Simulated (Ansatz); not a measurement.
Conformers of C3H8SeSi, SMILES `C=C[Se][SiH2]C`, each relaxed with PBE0-D4/def2-TZVP in Ansatz. CBS adds the triple-zeta coupled-cluster correction to the MP2 limit.

Outer-core shells of Se are correlated without core-valence functions. Scalar relativity is left out up to krypton. Spin–orbit coupling is left out.

Not all of them had a frequency check.

Conformer A:

```xyz
13

C    -1.046   -0.576   -2.274
C     0.194   -0.109   -2.309
Se    1.299    0.430   -0.862
Si   -0.100    0.032    0.896
C     0.839    0.511    2.435
H    -1.548   -0.843   -3.197
H    -1.607   -0.712   -1.357
H     0.714    0.010   -3.254
H    -1.343    0.836    0.742
H    -0.485   -1.405    0.916
H     1.116    1.567    2.409
H     0.218    0.342    3.318
H     1.749   -0.084    2.537
```

Conformer B:

```xyz
13

C     1.381   -1.394    0.641
C     0.559   -1.968   -0.225
Se   -1.230   -1.493   -0.658
Si   -1.328    0.603    0.240
C    -0.164    1.788   -0.611
H     2.382   -1.788    0.782
H     1.104   -0.538    1.246
H     0.877   -2.837   -0.793
H    -1.051    0.555    1.701
H    -2.749    0.982    0.033
H    -0.434    1.891   -1.663
H    -0.212    2.773   -0.139
H     0.865    1.428   -0.555
```

(1) Which is lowest in electronic energy at CCSD(T)/CBS (frozen core, def2 sets), and by how much? (Estimate.)

(2) Give the energies relative to B (kJ/mol) with r2SCAN-D4/def2-TZVPP, ωB97X-V/def2-TZVPP, B2PLYP/def2-TZVPP, B3LYP/def2-TZVPP, HF/def2-TZVPP, MP2/def2-QZVPP, MP2/CBS(def2). (An estimate is asked.)

Results:

(1) The calculation gave: B; A lies 1.0 kJ/mol higher. Gaps under about 2 kJ/mol don't settle the order.

(2) Ansatz gave: 
```
               level     A
r2SCAN-D4/def2-TZVPP   0.9
  ωB97X-V/def2-TZVPP   1.1
   B2PLYP/def2-TZVPP   0.4
    B3LYP/def2-TZVPP  -0.1
       HF/def2-TZVPP  -0.7
      MP2/def2-QZVPP   1.1
       MP2/CBS(def2)   1.1
```

B3LYP here is the variant with VWN-RPA as its local correlation; programs differ in this.
